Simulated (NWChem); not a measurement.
**A calculation on HBF**

SMILES: [BH]F
```xyz
3

B      0.6305    -0.3921     0.0000
F     -0.5351     0.1899     0.0000
H      1.6630     0.2514     0.0000
```
Charge 0, spin multiplicity 2.

Program: NWChem. All single points use one geometry, from UB3LYP/def2-SVP, a minimum by its harmonic frequencies.

The structure started from a generated list of species. The unpaired electrons of the parent sit in orbitals of symmetry a' (Cs labels of the run); other states weren't searched. No SCF solution was tested for a lower state. Open-shell Hartree-Fock references start from PBE0 orbitals.

Worked example. At HF/def2-TZVP the molecule has a total energy of -124.73889 Ha and the free atoms (multiplicities B 2, F 2, H 2) H -0.49981, B -24.53233, F -99.41180 Ha. The electronic atomisation energy is the atoms' sum less the molecule's energy.

1·(-24.53233) + 1·(-99.41180) + 1·(-0.49981) = -124.44394 Ha for the atoms; less the molecule's energy this leaves 0.29495 Ha, or 185.1 kcal/mol (774 kJ/mol), without zero-point, thermal or spin-orbit terms.
